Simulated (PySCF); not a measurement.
**Correlation energy of F⁺ (fluorine, charge +1)**

[He] 2s2 2p4, high-spin 3P determinant. Computed with PySCF 2.14 in def2-TZVP (5s3p2d1f, 31 functions), with the non-relativistic Hamiltonian (point nucleus). Frozen: 1s2; 6 electrons correlated.

MP2 pair energies summed by pair of shells (mhartree):

```csv
pair,energy,share (%)
2p-2p,-66.45,47.2
2s-2p,-64.62,45.9
2s-2s,-9.69,6.9
```

Total MP2 correlation energy: -140.76 mhartree.

Same-spin part -34.07 and opposite-spin part -106.68 mhartree; SCS-MP2 scales them by 1/3 and 6/5 to -139.38 mhartree.

```csv
level,correlation energy (mhartree)
CCSD,-156.52
(T),-1.90
CCSD(T),-158.42
```

Diagnostics: T1 = 0.0041, D1 = 0.0077, largest double amplitude 0.028.

Task: Is a single reference adequate?

Result: Yes: T1 lies below 0.03 and no double amplitude reaches 0.07.
